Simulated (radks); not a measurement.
Task: The mean radii <r> (bohr) of the occupied orbitals of an atom or ion are listed with their occupations. Method: non-relativistic Kohn-Sham, LDA (Slater exchange, Perdew-Wang correlation), spin-polarised, spherical densities, point nucleus; computed with a radial shooting solver on a logarithmic mesh with Libxc functionals.

orbital  occ.      <r>
1s          2  0.04251
2s          2   0.1867
2p          6   0.1608
3s          2   0.4810
3p          6   0.4683

Name the element and its charge. Open shells, if any, are filled with parallel spins first.

Result: Z = 36, krypton, charge +18: Kr18+ in [Ar]. The 1s radius gives Z: for a bare nucleus <r> = 1.5/Z, 0.04167 bohr for Z = 36, and screening makes it slightly larger (0.04251 here). The occupations add up to 18, and the charge is Z minus that.
